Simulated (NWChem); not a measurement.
System: SnHSI, singlet; SMILES [SH][Sn][I]

The following NWChem deck was run.

```
start job
memory heap 200 mb stack 900 mb global 1100 mb
geometry units angstroms noautosym nocenter noautoz
  Sn     0.693467    -1.035251    -0.008458
  I     -0.188688     1.565018     0.007819
  S     -1.545885    -2.022480    -0.014447
  H     -1.065844    -3.288714    -0.022275
end
basis spherical
  * library def2-svpd
end
ecp
  Sn library def2-ecp
  I library def2-ecp
end
dft
  xc xpbe96 cpbe96
  iterations 150
end
property
  response 1 0.0
end
task dft property
```

NWChem printed, in part:

```
             Northwest Computational Chemistry Package (NWChem) 7.3.0
             --------------------------------------------------------

                             Geometry "geometry" -> ""
                             -------------------------

 Output coordinates in angstroms (scale by  1.889725989 to convert to a.u.)

  No.       Tag          Charge          X              Y              Z
 ---- ---------------- ---------- -------------- -------------- --------------
    1 Sn                  50.0000     0.69346700    -1.03525100    -0.00845800
    2 I                   53.0000    -0.18868800     1.56501800     0.00781900
    3 S                   16.0000    -1.54588500    -2.02248000    -0.01444700
    4 H                    1.0000    -1.06584400    -3.28871400    -0.02227500

 Effective nuclear repulsion energy (a.u.)     821.8656028546

                                 NWChem DFT Module
                                 -----------------

 Summary of "ao basis" -> "ao basis" (spherical)
 ------------------------------------------------------------------------------
       Tag                 Description            Shells   Functions and Types
 ---------------- ------------------------------  ------  ---------------------
 Sn                        def2-svpd                12       32   5s4p3d
 I                         def2-svpd                13       35   5s5p3d
 S                         def2-svpd                11       27   5s4p2d
 H                         def2-svpd                 4        8   2s2p

            General Information
            -------------------
          SCF calculation type: DFT
          Wavefunction type:  closed shell.
          No. of atoms     :     4
          No. of electrons :    64
           Alpha electrons :    32
            Beta electrons :    32
          Charge           :     0
          Spin multiplicity:     1
          Use of symmetry is: off; symmetry adaption is: off
          Maximum number of iterations: 150
          AO basis - number of functions:   102
                     number of shells:    40
          Convergence on energy requested:  1.00D-06
          Convergence on density requested:  1.00D-05
          Convergence on gradient requested:  5.00D-04

              XC Information
              --------------
          PerdewBurkeErnzerhof Exchange Functional  1.000
            Perdew 1991 LDA Correlation Functional  1.000 local
           PerdewBurkeErnz. Correlation Functional  1.000 non-local

             Grid Information
             ----------------
          Grid used for XC integration:  medium
          Radial quadrature: Mura-Knowles
          Angular quadrature: Lebedev.
          Tag              B.-S. Rad. Rad. Pts. Rad. Cut. Ang. Pts.
          ---              ---------- --------- --------- ---------
          Sn                  1.45      123          13.0       590
          I                   1.40      123          14.0       590
          S                   1.00       88          15.0       590
          H                   0.35       45          15.0       434
          Grid pruning is: on
          Number of quadrature shells:   379
          Spatial weights used:  Erf1

      Superposition of Atomic Density Guess
      -------------------------------------

 Sum of atomic energies:        -994.07033306

      Non-variational initial energy
      ------------------------------

 Total energy =    -908.103283
 1-e energy   =   -1942.934357
 2-e energy   =     784.533820
 HOMO         =      -0.258250
 LUMO         =      -0.052194

   convergence    iter        energy       DeltaE   RMS-Dens  Diis-err
 ---------------- ----- ----------------- --------- --------- ---------
 d= 0,ls=0.0,diis     1   -910.5081927319 -1.16D+03  2.38D-02  4.19D-01
 d= 0,ls=0.0,diis     2   -910.0831046364  4.25D-01  1.67D-02  2.32D+00
 d= 0,ls=0.0,diis     3   -910.5763176112 -4.93D-01  3.18D-03  4.61D-02
 d= 0,ls=0.0,diis     4   -910.5845287337 -8.21D-03  1.10D-03  5.71D-03
 d= 0,ls=0.0,diis     5   -910.5853045846 -7.76D-04  6.15D-04  1.31D-03
  Resetting Diis
 d= 0,ls=0.0,diis     6   -910.5855502225 -2.46D-04  2.08D-04  3.60D-04
 d= 0,ls=0.0,diis     7   -910.5856221702 -7.19D-05  8.51D-05  5.07D-06
 d= 0,ls=0.0,diis     8   -910.5856167692  5.40D-06  5.76D-05  2.98D-05
 d= 0,ls=0.0,diis     9   -910.5856233886 -6.62D-06  7.95D-06  4.09D-07
 d= 0,ls=0.0,diis    10   -910.5856234506 -6.20D-08  2.94D-06  5.91D-08

         Total DFT energy =     -910.585623450554
      One electron energy =    -1944.373604998648
           Coulomb energy =      849.613050818918
    Exchange-Corr. energy =      -66.122322899047
 Nuclear repulsion energy =      250.297253628222

 Numeric. integr. density =       63.999998241163

                       DFT Final Molecular Orbital Analysis
                       ------------------------------------

[...]

 DFT Linear Response polarizability / au
 Frequency  =       0.0000000 / au
              X              Y              Z
 -----------------------------------------------
 X     108.7357923      6.7780096      0.0398542
 Y       6.7779313    145.3365149      0.4222686
 Z       0.0398538      0.4222686     77.4959031
 -----------------------------------------------
 Eigenvalues =     107.5209538    146.5539818     77.4932747
 Isotropic   =     110.5227368
 Anisotropic =      59.9775794
 -----------------------------------------------

 Magnetic Dipole Response Matrix (nonzero elements):

 Exiting AOResponse driver routine
```

Level: PBE/def2-SVPD with def2 effective core potentials on Sn, I. Low-valent species are run as closed-shell singlets; no triplet was tried in these runs. All runs use the structure optimised with PBE0/def2-SVP. No frequency run checked for a minimum. def2 effective core potentials on Sn, I; no spin-orbit coupling.
